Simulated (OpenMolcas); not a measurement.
# A ladder of methods for AlBH2OF2 (SMILES O[B](F)[AlH][F])

AlBH2OF2 has 7 atoms, charge 0, and is taken as a singlet. SMILES: `O[B](F)[AlH][F]`. The coordinates come from a PBE0-D4/def2-TZVP relaxation. This is one conformer, not always the lowest.

| atom | x (Å) | y (Å) | z (Å) |
| --- | --- | --- | --- |
| O | 0.4623 | -0.1665 | 1.7690 |
| B | 0.5118 | -0.6756 | 0.5191 |
| F | 1.1708 | -1.8248 | 0.3945 |
| Al | -0.4115 | 0.3016 | -1.1621 |
| F | -1.1527 | 1.7131 | -0.6978 |
| H | -0.0199 | 0.6623 | 1.8250 |
| H | -0.4996 | -0.0782 | -2.6933 |

Each level gives the HOMO–LUMO gap (eV). The values are calculated.

| level | kind | program | value (eV) |
| --- | --- | --- | --- |
| SVWN5/6-31G* (spherical functions) | LDA | OpenMolcas | 3.61 |
| PBE/6-31G* (spherical functions) | GGA | OpenMolcas | 3.72 |
| revPBE/6-31G* (spherical functions) | GGA | OpenMolcas | 3.76 |
| TPSS/6-31G* (spherical functions) | meta-GGA | OpenMolcas | 4.04 |
| r2SCAN/6-31G* (spherical functions) | meta-GGA | OpenMolcas | 4.24 |
| BHLYP/6-31G* (spherical functions) | global hybrid | OpenMolcas | 7.86 |
| M06-2X/6-31G* (spherical functions) | hybrid meta-GGA | OpenMolcas | 7.71 |
| PBE0/6-31G* (spherical functions) | global hybrid | OpenMolcas | 5.83 |

The values span 3.61 to 7.86 eV. Orbital gaps aren't excitation energies; they tend to grow with the share of exact exchange.
